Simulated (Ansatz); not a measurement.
The same path of F2GeH2 + H4OSi (11 atoms, charge 0, multiplicity 1) was run twice with different band settings. Lost on the way: Ge1–H2, O6–H11. Made: Ge1–O6, H2–H11.

Level of theory: Ansatz, RKS PBE-D4/def2-SVP.

Relaxed end points:

```xyz
11
Properties=species:S:1:pos:R:3
Ge 0.419 0.040 -0.010
H 0.602 -0.647 1.353
H 1.683 0.462 -0.792
F -0.506 1.540 0.166
F -0.488 -0.973 -1.119
O -2.180 -0.281 1.175
Si -3.342 -1.110 0.264
H -2.939 -2.553 0.279
H -4.702 -0.984 0.902
H -3.436 -0.598 -1.147
H -2.088 0.671 0.967
```

```xyz
11
Properties=species:S:1:pos:R:3
Ge -0.293 0.012 -0.719
H -0.420 0.306 3.273
H 1.072 0.009 -0.023
F -0.700 1.601 -1.305
F -0.311 -1.003 -2.137
O -1.579 -0.541 0.348
Si -3.153 -1.100 0.045
H -3.120 -2.551 -0.340
H -3.915 -0.926 1.324
H -3.793 -0.301 -1.056
H -0.764 0.061 2.629
```

Common settings: spring 5.0 eV/Å²; optimiser quadratic models (default); start path through a guess of the saddle point; force threshold 0.05 eV/Å; iteration limit 60; end points relaxed.

| run | movable images | climbing image |
| --- | --- | --- |
| 1 | 7 | yes |
| 2 | 4 | no |

What does each run give, and how far can it be trusted?

Run 1: converged after 48 iterations, highest image 1.427 eV above the first end. The profile has 2 maxima (images 2, 4) with wells between them (image 3): this band takes more than one step, which may be the mechanism or a detour left from its start path. Neighbouring images differ by up to 1.3 eV, so the band resolves the path poorly. A vibrational analysis at the climbing image gives one clearly imaginary mode, 1209i cm⁻¹: a first-order saddle point.
Run 2: converged after 21 iterations, highest image 0.675 eV above the first end. No image climbed, so the highest image needn't sit at the top of the path. A band with more images between the same ends climbed to 1.43 eV, so this one has probably stepped over the top.
The orbitals stay closed-shell, which can raise the energy where a bond breaks towards radicals; this wasn't checked here.
